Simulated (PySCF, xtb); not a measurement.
SnI3, SMILES [I][Sn-]([I])[I], charge -1.

Harmonic wavenumbers (cm⁻¹) from GFN2-xTB (xtb) at its own minimum, in rising order: 46, 46, 57, 173, 173, 174.

### Question
What does PBE-D3(BJ)/def2-SVPD in PySCF 2.14.0 give at its own minimum? (The exact figures need the calculation; the answer reports its results.)

### Answer
39, 39, 52, 146, 146, 153. Paired by order, the mean absolute difference is 16 cm⁻¹ and the zero-point energies are 1.0 and 0.8 kcal/mol.
